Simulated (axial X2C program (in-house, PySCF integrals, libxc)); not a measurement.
Results of a calculation; reference values are marked as such.
# PdSi⁺: input and output

Program: an in-house all-electron X2C program for linear molecules (integrals from PySCF).

Input file and command:
```json
{"zs": [46, 14], "q": 1, "bas": ["dyall-cv3z", "dyall-v3z"], "levels": ["PBE0", "HF", "PBEsol"], "cc": true, "r0": 2.36, "thr": -2.0, "nmax": 90, "npts": 10, "nst": 2, "ntry": 6}
```
```bash
python so2c.py task.json out
```

Keys: zs atomic numbers; q charge; bas basis sets; levels methods; cc coupled cluster on or off; r0 starting distance in Å; thr threshold in hartree for freezing inner shells (an s shell follows its p shell); nmax most natural virtual spinors; npts points on the curve; nst determinants followed; ntry starts of the search. HF also brings MP2.

Output of the HF step, two-component, at R = 2.103 Å for the state Ω = 1/2. It starts from PBE0 orbitals of this distance.

```
two-component X2C + atomic mean field  HF
basis functions 196  fitting functions 971  grid points 5080
iter        total energy     max residual
   1      -5329.909762559     3.55e-01
   2      -5329.938733101     9.40e-03
   3      -5329.939744026     1.36e-02
   4      -5329.942617613     2.16e-03
   5      -5329.943200515     2.32e-03
   6      -5329.943549239     1.65e-03
   7      -5329.943751085     1.21e-03
   8      -5329.943893370     1.11e-03
   9      -5329.944087658     4.83e-04
  10      -5329.944160826     1.77e-04
  11      -5329.944167553     1.64e-04
  12      -5329.944172970     1.52e-04
  13      -5329.944183445     1.27e-04
  14      -5329.944196326     9.96e-05
  15      -5329.944212634     8.27e-05
  16      -5329.944216728     6.34e-05
  17      -5329.944218797     4.35e-05
  18      -5329.944219503     2.17e-05
  19      -5329.944219594     9.11e-06
  20      -5329.944219606     4.28e-06
  21      -5329.944219608     2.22e-06
converged
one-electron -7663.62013150  Coulomb 2337.26579158  exact exchange -162.98307166  xc functional 0.00000000  nuclear repulsion 162.04951205  atomic mean-field constant -2.65632007
correlated 13  virtual 261  natural virtual 90  E(MP2) -0.487707167  MP2 remainder -0.028514612
iter   CCSD correlation   residual
   1     -0.400173432   2.56e-01
   2     -0.420279575   1.55e-01
   3     -0.425878768   4.31e-02
   4     -0.426695368   2.28e-02
   5     -0.427307245   1.12e-02
   6     -0.427600069   5.47e-03
   7     -0.427607336   2.89e-03
   8     -0.427636863   1.57e-03
   9     -0.427656561   9.89e-04
  10     -0.427647246   6.59e-04
  11     -0.427662254   4.21e-04
  12     -0.427654578   2.45e-04
  13     -0.427658106   1.13e-04
  14     -0.427656231   5.68e-05
  15     -0.427655488   2.87e-05
  16     -0.427654736   1.65e-05
  17     -0.427654420   1.01e-05
  18     -0.427654103   6.35e-06
  19     -0.427654144   3.73e-06
  20     -0.427654079   2.38e-06
  21     -0.427654088   1.74e-06
(T) -0.027214676  T1 0.0499  D1 0.1064  max T2 0.054
```
Energies are in hartree; totals compare only within one Hamiltonian and basis. T1 is large, a sign of multireference character or of a spin-contaminated reference. T1 in the output is the amplitude norm over the root of the electron number; divide by √2 for the Lee–Taylor value. The determinant is spin-polarised beyond a pure state at some levels (its spin-free form has ⟨S²⟩ too high), which makes Re and μ there less reliable.
